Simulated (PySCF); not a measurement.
Species: C4H8NSi (doublet state).
Cartesian coordinates in Å at the GFN2-xTB level; atoms count from 1:
```
atom  x, y, z in Å
N1     2.556   -0.789   -0.945
C2     1.736   -0.799   -0.045
C3     0.320   -0.680    0.266
C4     0.003    0.417    1.313
Si5   -1.505    0.993    0.288
C6    -0.601   -0.196   -0.900
H7     2.382   -0.697   -1.951
H8    -0.018   -1.654    0.631
H9     0.806    1.150    1.366
H10   -0.152    0.032    2.318
H11   -2.795    0.498    0.766
H12   -1.561    2.407   -0.075
H13   -0.023    0.317   -1.668
H14   -1.151   -1.000   -1.384
```

The hyperfine couplings belong to this conformer and change with its torsions.

As a line formula: `[H]/N=[C]\C1C[SiH2]C1` [radical].

Computed with UKS B3LYP, pcH-1 on C H N Si, non-relativistic, mean-field spin-orbit, GIAO in PySCF 2.14.0. One conformer (not necessarily the lowest) at the GFN2-xTB geometry, without solvent, vibrations or thermal averaging. The geometry wasn't refined by DFT: couplings that depend on bond lengths, twists or pyramidal angles can differ widely from those at the functional's own minimum. The SCF solution wasn't tested for stability.

Question: Match the computed a_iso(13C) values +365.4, +87.9, +26.0 MHz (means over equivalent nuclei) with the sites C2; C3; C4/C6.

Answer: 
| site | a_iso (MHz) | ρ(0) (bohr⁻³) | position | distance from C2 (Å) | spin population | largest \|T\| (MHz) |
| --- | --- | --- | --- | --- | --- | --- |
| C2 | +365.4 | +0.3252 | largest spin population | 0.00 | +0.70 | 107.2 |
| C3 | +87.9 | +0.0782 | 1 bond from C2 | 1.45 | -0.01 | 15.8 |
| C4/C6 | +26.0 | +0.0231 | 2 bonds from C2 | 2.54 | +0.03 | 6.9 |

ρ(0) is the spin density at the nucleus and T the dipolar tensor; a_iso includes a spin–orbit part; entries for several nuclei are means. The largest Mulliken spin populations are on C2 (+0.70), H7 (+0.12), N1 (+0.11) and C6 (+0.06). C2 is the only atom above +0.15.

The spin density at the nucleus, in bohr⁻³, is negative for Si5 (-0.0011), for instance. A restricted open-shell determinant has no negative spin density anywhere; here it arises because α and β orbitals differ (spin polarisation).

Nuclei that the bonding pattern makes equivalent are averaged, as if the motion that swaps them (rotation, inversion, ring flip) were fast. The 13C value of +26.0 MHz is a mean of couplings from 17.6 to 34.4 MHz in this one geometry, not an average over conformers.
